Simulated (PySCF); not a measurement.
B(Vi)(OH)(OEt), SMILES C=CB(O)OCC (GFN2-xTB optimised geometry):

```
16

B      0.483    -0.415     0.000
C     -0.355    -1.751    -0.016
C     -1.680    -1.800     0.009
H      0.188    -2.692    -0.047
H     -2.235    -2.726    -0.001
H     -2.258    -0.891     0.040
O      1.851    -0.415     0.000
H      2.258    -1.279    -0.026
O     -0.191     0.753     0.000
C      0.453     2.011     0.034
C      0.793     2.422     1.462
H      1.368     1.977    -0.569
H     -0.247     2.726    -0.411
H      1.499     1.713     1.888
H      1.237     3.414     1.467
H     -0.106     2.429     2.072
```

Level of theory: PBE0/def2-TZVP run with PySCF.

Problem. What are the frontier orbital energies and the dipole moment?

Solution. HOMO-2 -8.73 eV, HOMO-1 -8.52 eV, HOMO -7.70 eV, LUMO -0.56 eV, LUMO+1 0.88 eV; dipole moment 0.93 D.

Meta-Löwdin charges at PBE0/def2-TZVP: B1 0.42, C2 -0.24, C3 -0.21, H4 0.11, H5 0.12, H6 0.13, O7 -0.54, H8 0.36, O9 -0.39, C10 0.01, C11 -0.36, H12 0.11, H13 0.11, H14 0.12, H15 0.12, H16 0.12.
